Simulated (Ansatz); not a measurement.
A run for Ansatz (a first-principles code): R-RI-MP2/aug-cc-pVTZ on HF (SMILES F) with ghost functions, monomers drawn apart or pushed together. Files ending in .json are basis or fitting sets from the Basis Set Exchange.

Ansatz 0.2 input:
```yaml
crystal:
  periodic: [false, false, false]
  atoms:
    - {symbol: F, position_ang: [0.91563483, -0.08575150, 3.23460784]}
    - {symbol: H, position_ang: [0.59555057, 0.28743162, 2.42337523]}
basis:
  gaussian:
    orbitals: aug-cc-pVTZ
    fitting: {mean_field: def2-universal-JKFIT, correlation: aug-cc-pVTZ-RIFIT.json}
    ghost_atoms:
      - {symbol: C, position_ang: [-1.38934188, -0.95033292, 0.90298135]}
      - {symbol: Se, position_ang: [-0.09158725, 0.47205242, 0.52497335]}
      - {symbol: C, position_ang: [1.37134969, -0.69044080, -0.07385839]}
      - {symbol: H, position_ang: [-0.98034901, -1.62656447, 1.64939501]}
      - {symbol: H, position_ang: [-2.28232560, -0.46804320, 1.29351549]}
      - {symbol: H, position_ang: [-1.62880521, -1.48170570, -0.01477320]}
      - {symbol: H, position_ang: [1.63672534, -1.38039858, 0.72316970]}
      - {symbol: H, position_ang: [2.21700640, -0.04454309, -0.29800655]}
      - {symbol: H, position_ang: [1.06999189, -1.22752575, -0.96980245]}
magnetization: {spin_polarized: false}
correlation: {method: mp2, electrons: outside_noble_gas}
scf: {lower_state_search: off}
```

Question: Give the final energy of this run.

Answer: -100.3407 hartree.
